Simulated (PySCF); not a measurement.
## Simulated characterisation data

Theoretical values (PySCF 2.14): σ from GIAO-PBE0/pcSseg-1, structure optimised with GFN2-xTB, J: B3LYP/pcJ-1 (spin–dipole term left out of most H,H and C,H couplings). Non-relativistic, one averaged value for each set of equivalent atoms, one computed conformer, no solvent.

Shifts are taken against calculated references (same method and geometry level): 1H and 13C vs TMS. Multiplet labels drop J under 1 Hz and among equivalent protons, and merge close values. Unscaled 3J(H,H) run several per cent high. Splittings of carbon signals by F and P are missing where no couplings were computed. Where no couplings were computed, multiplicities follow the n + 1 count of equivalent neighbours, and m marks all less simple cases (inequivalent or close neighbours, rings, F or P nearby). One-bond C–F couplings are unscaled and too large by tens of Hz. Shifts are as computed. Against solution values, carbons near 30 ppm lie about +3 ppm off and those near 130 ppm about +5 ppm. Of 1211 compounds with measured shifts, 218 miss one by over three times the rms of a fit or turn the order of signals round; such compounds aren't used in these exercises.

Compound 1 (C₆H₆FN). 1H NMR (500 MHz, computed): δ 7.54 (s, 1H), 6.72 (m, 1H), 6.32 (m, 1H), 2.25 (s, 3H). 13C{1H} NMR (computed): δ 147.6 (CH), 141.9 (CH), 128.2 (CH), 109.1 (C), 82.1 (C), 5.8 (CH3). Structure: SMILES CC#C/C=N\C=C/F.

Compound 2 (C₅H₄FN). 1H NMR (500 MHz, computed): δ 8.96 (dd, J = 9.1, 6.4 Hz, 2H), 7.18 (dd, J = 9.1, 6.4 Hz, 2H). 13C{1H} NMR (computed): δ 179.6 (d, J = 329.6 Hz), 158.0 (d, J = 3.2 Hz), 116.6 (d, J = 10.3 Hz). Structure: SMILES Fc1ccncc1.
